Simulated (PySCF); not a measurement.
**Ag²⁺ (silver, charge +2): UHF calculation**

Configuration: [Kr] 4d9, 2D determinant. Calculation: PySCF 2.14, in cc-pVTZ-PP with ECP28MDF; a scalar-relativistic core potential.

- Total energy: -145.098626 hartree
- One-electron energy: -246.0842 hartree
- Hartree (Coulomb) energy: 113.8043 hartree
- Exchange energy: -12.8187 hartree
- ⟨S²⟩: 0.7527
- ⟨L²⟩: 6.027
- Sum of ⟨r⟩: 19.77 bohr
- Sum of ⟨r²⟩: 26.93 bohr²
- Traceless quadrupole moment −½Σ⟨3z² − r²⟩ along its main axis: -0.534 e·bohr²
- Time after the integrals: 0.42 s of wall time on 1 thread of Neoverse-V1 (shared host)

```json
{"shell": "4s α", "electrons": "1", "mean orbital energy (eV)": "-142.38", "spread (eV)": "0", "rms radius, mean of both spins (bohr)": "0.981"}
{"shell": "4s β", "electrons": "1", "mean orbital energy (eV)": "-140.16", "spread (eV)": "0", "rms radius, mean of both spins (bohr)": "0.981"}
{"shell": "4p α", "electrons": "3", "mean orbital energy (eV)": "-100.17", "spread (eV)": "1.851", "rms radius, mean of both spins (bohr)": "1.07"}
{"shell": "4p β", "electrons": "3", "mean orbital energy (eV)": "-97.454", "spread (eV)": "1.417", "rms radius, mean of both spins (bohr)": "1.07"}
{"shell": "4d α", "electrons": "5", "mean orbital energy (eV)": "-36.632", "spread (eV)": "2.190", "rms radius, mean of both spins (bohr)": "1.42"}
{"shell": "4d β", "electrons": "4", "mean orbital energy (eV)": "-35.454", "spread (eV)": "1.643", "rms radius, mean of both spins (bohr)": "1.42"}
```

Energies and moments cover only the electrons outside the core potential.
